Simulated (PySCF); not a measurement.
Cl4Se, singlet, at a GFN2-xTB geometry. Base run: B3LYP/STO-3G in PySCF.

Input for PySCF:
```python
from pyscf import gto, scf, dft

mol = gto.Mole()
mol.atom = '''
    Se   -0.00300693    0.00470149    0.44248318
    Cl    1.06172155   -1.32656609   -0.82096840
    Cl    1.81230429    1.45883554    0.39654014
    Cl   -1.05027581    1.30867012   -0.86332068
    Cl   -1.81773616   -1.45034255    0.40278258
'''
mol.basis = 'sto-3g'
mol.verbose = 4
mol.build()

mf = dft.RKS(mol)
mf.xc = 'b3lyp'
mf.kernel()
```

The base run was repeated with changes; each row names its change, and settings that it needs were set with it.

| change | E (Eh) | HOMO (eV) | HOMO-LUMO gap (eV) | dipole (D) | core-seconds (rough) |
|---|---|---|---|---|---|
| base | -4195.53265 | -5.96 | 3.83 | 0.18 | 5 |
| functional = pbe0 | -4194.83006 | -6.24 | 4.23 | 0.14 | 5 |
| functional = camb3lyp | -4195.56742 | -7.30 | 6.40 | 0.09 | 10 |
| functional = revpbe | … | … | … | 0.29 | 4 |
| functional = m06l | -4195.69195 | -5.38 | 2.58 | 0.29 | 8 |
| functional = m062x | … | … | … | … | 8 |
| functional = x3lyp | -4195.24182 | -5.98 | 3.96 | 0.17 | 5 |
| functional = wb97m_v | … | … | … | … | 200 |
| functional = pbe | -4194.35958 | -5.04 | 2.37 | 0.29 | 5 |
| functional = m06 | -4195.32092 | -6.23 | 4.13 | 0.29 | 7 |
| functional = bp86 | -4195.85394 | -5.13 | 2.37 | 0.29 | 4 |
| functional = pbe; dispersion = d3bj | -4194.36867 | -5.04 | 2.37 | 0.29 | 4 |
| functional = pbe0; dispersion = d3bj | … | -6.24 | 4.23 | 0.14 | 5 |

Task: Fill in the missing entries.

Result: 
- functional = revpbe, E (Eh): -4195.02977
- functional = revpbe, HOMO (eV): -5.02
- functional = revpbe, HOMO-LUMO gap (eV): 2.40
- functional = m062x, E (Eh): -4195.65372
- functional = m062x, HOMO (eV): -7.19
- functional = m062x, HOMO-LUMO gap (eV): 5.96
- functional = m062x, dipole (D): 0.07
- functional = wb97m_v, E (Eh): -4195.85512
- functional = wb97m_v, HOMO (eV): -7.98
- functional = wb97m_v, HOMO-LUMO gap (eV): 8.11
- functional = wb97m_v, dipole (D): 0.06
- functional = pbe0; dispersion = d3bj, E (Eh): -4194.83865

Total energies compare only within one method and basis.
